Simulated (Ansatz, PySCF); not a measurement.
The PySCF input:
```python
from pyscf import gto, scf, dft

mol = gto.M(
    atom='''
F    -1.421542   -1.232451   -0.099672
B    -0.804228   -0.043534   -0.042937
F    -1.548446    1.071680   -0.058893
B     0.804228    0.043534    0.042937
F     1.548446   -1.071680    0.058893
F     1.421542    1.232451    0.099672
''',
    basis='def2-svp',
    charge=0,
    spin=2,
    verbose=4,
)

mf = dft.UKS(mol)
mf.xc = 'wb97m_v'
mf.grids.atom_grid = (99, 590)
mf.grids.prune = None
mf.kernel()
```

**Question.** Give the equivalent Ansatz (a quantum-chemistry and plane-wave program) input.

**Answer.** Several could match; the one computed here: 
Ansatz 0.2 input:
```yaml
crystal:
  periodic: [false, false, false]
  atoms:
    - {symbol: F, position_ang: [-1.42154176, -1.23245128, -0.09967212]}
    - {symbol: B, position_ang: [-0.80422778, -0.04353446, -0.04293697]}
    - {symbol: F, position_ang: [-1.54844616, 1.07167991, -0.05889277]}
    - {symbol: B, position_ang: [0.80422778, 0.04353446, 0.04293697]}
    - {symbol: F, position_ang: [1.54844616, -1.07167991, 0.05889277]}
    - {symbol: F, position_ang: [1.42154176, 1.23245128, 0.09967212]}
basis:
  gaussian:
    orbitals: def2-SVP
hamiltonian:
  xc: {name: wB97M-V}
magnetization: {spin_polarized: true, initial_magnetization: 2}
accuracy: high
```

Both were run: PySCF gave -448.645468 Eh and Ansatz -448.645468 Eh, 0.000 mEh apart.
